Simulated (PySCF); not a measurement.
Electric field gradients and quadrupole coupling constants

Compound: C5H9PS.
Z-matrix (Å and degrees, GFN2-xTB geometry), rows numbered from 1:
```
C 
C   1  1.3188
C   2  1.4865  1  122.87
C   3  1.5467  2  118.31  1   127.61
C   4  1.5393  3   97.17  2  -144.22
P   5  1.8596  4   90.04  3    20.83
S   6  1.9273  3  125.96  2   -96.47
H   1  1.0759  2  122.64  3   179.14
H   1  1.0819  2  120.63  3     0.13
H   2  1.0829  1  121.65  3  -179.71
H   3  1.0985  2  110.35  1  -104.73
H   4  1.0899  3  110.18  2   -28.84
H   4  1.0888  3  114.70  2    94.39
H   5  1.0883  4  116.54  3   142.95
H   5  1.0922  4  112.17  3   -90.25
H   6  1.3993  3  102.44  2    40.91
```

Field gradients from the PBE0/pcSseg-1 density (PySCF, non-relativistic), principal values in atomic units, ordered |Vxx| ≤ |Vyy| ≤ |Vzz|:

| atom | Vxx | Vyy | Vzz |
| --- | --- | --- | --- |
| S7 | -0.9155 | -1.3163 | 2.2317 |

Find the asymmetry η = (Vxx − Vyy)/Vzz and the couplings χ = eQV/h (234.96 MHz × Q in barn × V in au), with Q(33S) = −0.0678 b.

```json
{"atom": "S7", "environment": "sulfur bonded to P", "nucleus": "33S", "η": "0.18", "χzz (MHz)": "-35.55", "χxx (MHz)": "14.58", "χyy (MHz)": "20.97"}
```

What is Vzz at S7 in SI units (1 au = 9.71736 × 10²¹ V/m²)?

2.2317 au = 21.686 × 10²¹ V/m².

And the gradient at the other heavy atoms, for which no coupling is worked out here?

```
atom                        environment  Vzz (au)     η
  C1               terminal =CH2 carbon     0.308  0.39
  C2                   alkene CH carbon     0.303  0.70
  C3     sp3 carbon bound to phosphorus     0.099  0.63
  C4          four-membered-ring carbon    -0.103  0.31
  C5     sp3 carbon bound to phosphorus     0.105  0.75
  P6  phosphorus bonded to 2 C, S and H    -0.251  0.71
```

Were the hydrogens deuterons (Q(2H) = 0.00286 b), χzz would run from 125 kHz (H16) to 228 kHz (H8).

The structure is a single GFN2-xTB conformer in the gas phase; no vibrational or solvent corrections. GFN2-xTB bond lengths can be off by several hundredths of an ångström, more for odd bonds, and the gradients follow them. The basis is small and wasn't made for field gradients, so the couplings can be 20 % off.

The run behind these numbers computed NMR shieldings as well. Hardware: one thread of an Arm Neoverse V1, shared host with 32 logical CPUs at a one-minute load of 25. Cost: 32 s of wall time (with the writing of density and orbital grids), 0.82 GiB resident at most.
